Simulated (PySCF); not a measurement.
```xyz
9

B     -1.5942    -0.1685    -0.1297
Si     0.1210     0.7612     0.3467
B      1.4701    -0.6115    -0.2271
H     -2.1292    -0.9024     0.6470
H     -2.0733    -0.0524    -1.2184
H      0.2072     1.0352     1.8095
H      0.2817     2.0381    -0.4052
H      1.8941    -0.6258    -1.3443
H      1.8226    -1.4739     0.5214
```

Charge 0, multiplicity 1.

### Question
Give the Mulliken and meta-Löwdin atomic charges from PBE0-D3(BJ)/def2-TZVP in PySCF.

### Answer

```tsv
atom	Mulliken (e)	meta-Löwdin (e)
B1	-0.08	-0.16
Si2	0.02	0.32
B3	-0.08	-0.16
H4	0.04	0.04
H5	0.04	0.04
H6	-0.02	-0.07
H7	-0.02	-0.07
H8	0.04	0.04
H9	0.04	0.04
```
